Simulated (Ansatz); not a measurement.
Basis sets compared for Sn₁₆PH₂₈. Total charge 0; doublet. Geometry PBE-D4/def2-SVP. Ansatz on 4 threads of AMD EPYC 7R13 on a shared host and a share (37 GiB) of an NVIDIA H100 80GB HBM3; times are rough, and most runs start from earlier orbitals.

Cartesian coordinates in Å:
```
P 0.6289 -0.4625 -0.5869
Sn 3.5299 -0.8182 2.7269
Sn 2.3696 2.8261 -3.2447
Sn -0.9106 -0.2381 -4.5038
Sn -1.1933 1.7099 1.5166
Sn -1.8592 2.5251 -1.1331
Sn -2.3770 -0.7355 2.3724
Sn 0.4093 0.2319 5.9120
Sn -4.3686 -1.4816 -1.6595
Sn 2.5983 1.1175 -1.0149
Sn 2.0374 -2.1386 0.7344
Sn 2.0143 1.2729 3.8476
Sn 0.7872 -1.7156 -2.8206
Sn 0.6581 1.9598 -5.3077
Sn -3.0496 0.6673 -2.9064
Sn -0.9802 -1.8200 4.5792
Sn -2.7455 -2.6290 0.3258
H 3.9427 -1.9689 3.9625
H 5.0131 -0.2353 2.0442
H 3.9864 3.0008 -3.8684
H 1.8832 4.3880 -2.6712
H -1.4100 -1.1747 -5.8855
H 0.8094 1.6979 2.5474
H -1.8970 2.9010 2.6280
H -0.3216 2.8651 -1.8998
H -2.7162 4.0456 -1.1815
H -3.9743 -0.3939 2.9972
H 1.3790 -0.3420 7.2334
H -0.6659 1.4479 6.5233
H -4.8486 -2.6353 -2.8684
H -5.8235 -0.8900 -0.9157
H 4.0377 0.1464 -1.1540
H 2.7525 2.0333 0.4580
H 3.0887 -2.9735 -0.3729
H 0.9376 -3.2915 1.4179
H 2.9650 2.6841 4.2145
H 2.4456 -1.7125 -3.3550
H 0.3133 -3.3600 -2.5340
H 1.6437 1.5250 -6.6731
H -0.3374 3.2972 -5.7984
H -4.1721 1.5119 -3.9437
H 0.2280 -2.9423 4.0303
H -2.0461 -2.6917 5.6378
H -1.2473 -3.1487 -0.3722
H -3.5147 -4.0555 0.9623
```

In the def2 sets Sn takes a core potential; there is no spin–orbit coupling. Single mean-field runs in def2-SVP, def2-TZVP are fitted with def2-universal-jkfit. Another isomer (doublet) lies 0.20 eV lower at PBE0-D4/def2-TZVP; other spin states weren't run for this one.

Binding counts from free atoms (P quartet, Sn triplet, H doublet) in the same basis, without a counterpoise term.

```json
{"level": "PBE-D4/def2-SVP", "functions": "574", "energy (Eh)": "-3786.8025", "HOMO (eV)": "-4.44", "LUMO (eV)": "-4.00", "binding per atom (eV)": "2.39", "wall time": "11 s"}
{"level": "PBE0-D4/def2-SVP", "functions": "574", "energy (Eh)": "-3787.0308", "HOMO (eV)": "-5.16", "LUMO (eV)": "-3.36", "binding per atom (eV)": "2.38", "wall time": "17 s"}
```

Problem. Estimate the rows for PBE-D4/def2-TZVP (with forces), PBE0-D4/def2-TZVP.

Solution. 
```json
{"level": "PBE-D4/def2-TZVP (with forces)", "functions": "1005", "energy (Eh)": "-3787.0515", "HOMO (eV)": "-4.53", "LUMO (eV)": "-4.09", "binding per atom (eV)": "2.40", "wall time": "21 s"}
{"level": "PBE0-D4/def2-TZVP", "functions": "1005", "energy (Eh)": "-3787.2623", "HOMO (eV)": "-5.22", "LUMO (eV)": "-3.41", "binding per atom (eV)": "2.39", "wall time": "44 s"}
```
